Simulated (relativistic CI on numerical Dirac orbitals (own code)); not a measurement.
# Pt³⁸⁺: q coefficients and field-shift factors

Method of calculation: Dirac-Coulomb-Breit CI, KLI orbitals optimised for each configuration, derivatives by finite differences, unscaled Slater integrals, QED left out (own radial code, finite nucleus).

Configurations in the expansion (outside the closed core [Ar] 3d10 4s2): 4p⁶4d⁴, 4p⁶4d³4f, 4p⁵4d⁵, 4p⁶4d²4f², 4p⁶4d²5s². Levels of other configurations are missing.

With x = (α/α₀)² − 1 an excitation energy changes as ω = ω₀ + qx; K = 2q/ω₀ is the relative enhancement. Terms are leading LS components, so labels can repeat. The field-shift factor is F = δν/δ⟨r²⟩ for the transition from the lowest level.

Lowest level 4p⁶4d⁴ ³P0.

```
     Level  ω₀ (cm⁻¹)  q (cm⁻¹)  F (GHz/fm²)
4p⁶4d⁴ ⁵D1     161130    196000         6.37
4p⁶4d⁴ ³F4     208963    194600         6.74
4p⁶4d⁴ ⁵D2     212206    210200         7.17
4p⁶4d⁴ ³F3     225682    205400         7.16
4p⁶4d⁴ ⁵D0     354570    388500         12.9
4p⁶4d⁴ ⁵D2     359748    375800         12.7
4p⁶4d⁴ ³H4     368117    391200         13.1
4p⁶4d⁴ ⁵D3     373133    389200         13.1
4p⁶4d⁴ ³H5     391844    386900         13.2
4p⁶4d⁴ ³P1     402222    395000         13.5
4p⁶4d⁴ ¹I6     405334    387400         13.3
4p⁶4d⁴ ³F3     418341    384100         13.4
4p⁶4d⁴ ³G4     421206    390700         13.6
4p⁶4d⁴ ³F2     424244    391600         13.6
4p⁶4d⁴ ³F2     464785    393200           14
4p⁶4d⁴ ³F4     483544    400000         14.3
4p⁶4d⁴ ¹D2     523323    404900         14.8
4p⁶4d⁴ ⁵D4     564438    573400         19.4
4p⁶4d⁴ ³F3     566968    578500         19.6
4p⁶4d⁴ ³P0     568258    440400         16.2
4p⁶4d⁴ ³D1     583805    578100         19.7
4p⁶4d⁴ ³G5     591213    584600         19.9
4p⁶4d⁴ ³H6     596462    582500         19.9
```

At this charge energies of transitions that change n are usually good to better than 1 %, and those within a shell (Δn = 0) to a few per cent. Terms inside the open d or f shell come out 10 to 20 % too wide with unscaled integrals.

Q: Which transition from the lowest level has the largest |K|?

A: 4p⁶4d⁴ ⁵D1 at 161130 cm⁻¹, K = 2.43.
